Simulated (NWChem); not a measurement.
A series in which one site is exchanged, each optimised at PBE0/def2-SVP with NWChem, gas phase unless a solvent is named. All stand in one matching conformer (torsions within 35°), which need not be the lowest. Some are not confirmed as minima by frequencies. def2 effective core potentials on I; no spin-orbit coupling.

A: COBCl (CH₄BClO; site = H)
B: COB(F)Cl (CH₃BClFO; site = F)
C: COB(Cl)I (CH$_{3}$BClIO; site = I)
D: COB(Cl)Cl (CH$_{3}$BCl$_{2}$O; site = Cl)

Values for A:

| Quantity | Value |
|---|---|
| dipole (D), PBE0/def2-SVP | 2.70 |
| orbital gap (eV), PBE0/def2-SVP | 8.59 |
| static polarisability, PBE0/def2-SVPD (bohr³) | 46.6 |
| lowest singlet excitation, PBE0/def2-SVPD, TDA (eV) | 6.72 |

Task: How do these values change for the other members?

Result: 
| change from A | B | C | D |
|---|---|---|---|
| dipole (D), PBE0/def2-SVP | -0.29 | -0.19 | -0.25 |
| orbital gap (eV), PBE0/def2-SVP | +1.44 | -1.39 | +0.25 |
| static polarisability, PBE0/def2-SVPD (bohr³) | -2.5 | +32.8 | +11.6 |
| lowest singlet excitation, PBE0/def2-SVPD, TDA (eV) | +1.44 | -1.19 | +0.24 |
